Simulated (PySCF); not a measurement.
# Highest orbital energy against ionisation energy along the 5p block

Calculated with PySCF 2.14, no spin-orbit coupling. Each cell gives −ε(HOMO) / ΔSCF in eV; NIST values include spin-orbit coupling, (s) semi-empirical, (t) theoretical.

| species | UHF | LDA | PBE | PBE0 | r2SCAN | NIST (lowest levels) |
| --- | --- | --- | --- | --- | --- | --- |
| In (aug-cc-pwCVDZ-PP with ECP28MDF, ECP) | 5.465 / 5.207 | 2.858 / 5.709 | 2.825 / 5.583 | 3.592 / 5.611 | 3.063 / 5.708 | 5.786 |
| Sn (aug-cc-pwCVDZ-PP with ECP28MDF, ECP) | 7.263 / 6.856 | 4.173 / 7.419 | 4.120 / 7.266 | 5.034 / 7.311 | 4.419 / 7.415 | 7.344 |
| Sb (aug-cc-pwCVDZ-PP with ECP28MDF, ECP) | 9.103 / 8.593 | 5.528 / 9.132 | 5.467 / 8.970 | 6.526 / 9.047 | 5.844 / 9.181 | 8.608 |
| Te (aug-cc-pwCVDZ-PP with ECP28MDF, ECP) | 8.375 / 7.703 | 5.342 / 8.987 | 5.200 / 8.705 | 6.215 / 8.705 | 5.438 / 8.728 | 9.010 |
| I (aug-cc-pwCVDZ-PP with ECP28MDF, ECP) | 10.361 / 9.584 | 6.841 / 10.818 | 6.691 / 10.528 | 7.840 / 10.556 | 6.978 / 10.573 | 10.451 |
| Xe (aug-cc-pwCVDZ-PP with ECP28MDF, ECP) | 12.442 / 11.578 | 8.391 / 12.689 | 8.246 / 12.408 | 9.539 / 12.479 | 8.619 / 12.530 | 12.130 |

How far is −ε(HOMO) from ΔSCF on average for each method, and why?

UHF 0.58 eV; LDA -3.60 eV; PBE -3.49 eV; PBE0 -2.49 eV; r2SCAN -3.30 eV. Hartree-Fock orbital energies lack relaxation and so exceed the ΔSCF value; semilocal functionals have convex E(N) from self-interaction, so their HOMO lies far too high; exact exchange moves hybrids part of the way back.
